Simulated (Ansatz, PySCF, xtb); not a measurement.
Pair of molecules: CH3Cl (SMILES CCl) (first 5 atoms) with C2H6 (SMILES CC); geometry from B3LYP-D3(BJ)/def2-TZVP, rigid monomers moved along the line of their centres of mass till H4···H8 is 3.38 Å.
(charge 0, multiplicity 1):
```xyz
13

C     -0.6717    -0.9111     0.8401
Cl    -0.8430     0.8742     0.7990
H     -0.5880    -1.2688    -0.1815
H      0.2218    -1.1551     1.4063
H     -1.5509    -1.3272     1.3220
C      0.9793     0.2494     5.3008
C     -0.3709    -0.4484     5.4359
H      1.3015     0.2941     4.2591
H      1.7541    -0.2675     5.8707
H      0.9296     1.2768     5.6659
H     -1.1358     0.0615     4.8480
H     -0.7061    -0.4671     6.4748
H     -0.3208    -1.4837     5.0911
```

Interaction energies are E(AB) − E(A) − E(B) at the monomers' geometry in the complex; basis-set methods are counterpoise corrected. Rows marked so take none.

Cores are frozen in the correlated methods. Rows in 6-31G* carry no dispersion term and start afresh at each structure (6-31G* with six Cartesian d functions).

Programs: Ansatz (Gaussian basis) for Hartree–Fock, density functionals and correlated methods; PySCF for 6-31G* rows, the dispersion terms; xtb for the GFN methods. 

```
level                          interaction energy (meV)
-----------------------------  ------------------------
GFN2-xTB                                          -26.4
PBE/def2-TZVPPD                                   -11.6
PBE-D3(BJ)/def2-TZVPPD                            -33.8
BP86/6-31G* (no counterpoise)                       9.6
r2SCAN/def2-TZVPPD                                -10.8
PBE0-D3(BJ)/def2-TZVPPD                           -31.9
wB97X-V/def2-TZVPPD                               -26.1
wB97M-V/def2-TZVPPD                          (withheld)
CCSD(T)/aug-cc-pV(D+d)Z                      (withheld)
```

**Question.** Fill in the missing entries.

**Answer.** 
- wB97M-V/def2-TZVPPD, interaction energy (meV): -25.4
- CCSD(T)/aug-cc-pV(D+d)Z, interaction energy (meV): -24.0

Ansatz is a quantum-chemistry and plane-wave program.
